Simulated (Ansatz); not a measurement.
Job for Ansatz (a first-principles code): U-PBE0/def2-TZVPP on Hg2, 2S+1 = 3, a spin state set in the input, which need not be the lowest. Elements past Kr take the def2 small-core potentials; no spin–orbit coupling.

Ansatz 0.2 input:
```yaml
crystal:
  periodic: [false, false, false]
  atoms:
    - {symbol: Hg, position_ang: [0.00000000, 0.00000000, 0.00000000]}
    - {symbol: Hg, position_ang: [0.00000000, 0.00000000, 2.50800000]}
basis:
  gaussian:
    orbitals: def2-TZVPP
hamiltonian:
  xc: {name: PBE0}
magnetization: {spin_polarized: true, initial_magnetization: 2}
relax: {f_tol: 0.002, max_steps: 120}
```

Task: Give the final energy of this run.

Result: -306.8924 hartree.

Task: How many basis functions does it have, and what does it roughly cost on one machine?

Result: 118 functions; very roughly 90 core-seconds.
